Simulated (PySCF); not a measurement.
PySCF job for In(Cl)(Et)(OH) (C2H6ClInO), SMILES [In]([Cl])([CH2]C)[OH], IEF-PCM-B3LYP/def2-SVP. Geometry optimised at PBE0-D3(BJ)/def2-SVP. The def2 effective core potentials stand for the cores of In; spin–orbit coupling is left out. Other conformers were not sampled.

```python
import numpy as np
from pyscf import gto, scf, dft
from pyscf.solvent import pcm

mol = gto.M(
    atom='''
    In    0.25036354    0.26710445    0.12091166
    Cl   -1.74098108   -0.60458778    1.06960572
    C     0.91952731   -0.42832135   -1.80070048
    C     0.04923544   -1.52899684   -2.38632703
    H     1.96254046   -0.75214078   -1.65882512
    H     0.95157616    0.46379172   -2.44598731
    H    -0.99354014   -1.20497970   -2.52165217
    H     0.02579673   -2.42330401   -1.74565430
    H     0.42733842   -1.84235370   -3.37367319
    O     1.07368327    1.61946064    1.32847192
    H     0.55311070    1.73708433    2.13221283
    ''',
    basis='def2-SVP',
    ecp={'In': 'def2-svp'},
    charge=0,
    spin=0,
    max_memory=1600,
    verbose=3,
)
mf = dft.RKS(mol, xc='b3lyp').density_fit(auxbasis='def2-universal-jkfit')
mf.grids.level = 3
mf.conv_tol = 1e-9
mf.max_cycle = 100
mf.kernel()
res = {}
for name, eps in {'water': 78.355, 'ethanol': 24.852, 'ethylethanoate': 5.9867}.items():
    s = mf.PCM()
    s.with_solvent.method, s.with_solvent.eps, s.with_solvent.lebedev_order = 'IEF-PCM', eps, 29
    s.kernel(mf.make_rdm1())
    res[name] = (s.e_tot, eps, s.dip_moment(), s.mo_energy, s.converged)
    print(f'{name}: electrostatic solvation free energy {(s.e_tot - mf.e_tot) * 627.509474:.3f} kcal/mol')
```

It prints:

```
converged SCF energy = -805.258969019813

WARN: PCM is an experimental feature. It is still in testing.
Features and APIs may be changed in the future.

converged SCF energy = -805.273496905387
Dipole moment(X, Y, Z, Debye):  1.69656, -0.33961, -2.55652
water: electrostatic solvation free energy -9.116 kcal/mol

WARN: PCM is an experimental feature. It is still in testing.
Features and APIs may be changed in the future.

converged SCF energy = -805.27286099806
Dipole moment(X, Y, Z, Debye):  1.67696, -0.34388, -2.53977
ethanol: electrostatic solvation free energy -8.717 kcal/mol

WARN: PCM is an experimental feature. It is still in testing.
Features and APIs may be changed in the future.

converged SCF energy = -805.270188085859
Dipole moment(X, Y, Z, Debye):  1.59297, -0.35907, -2.46330
ethylethanoate: electrostatic solvation free energy -7.040 kcal/mol
```

The calculation finished and met its thresholds.

Cost: roughly 2.9 core-minutes.
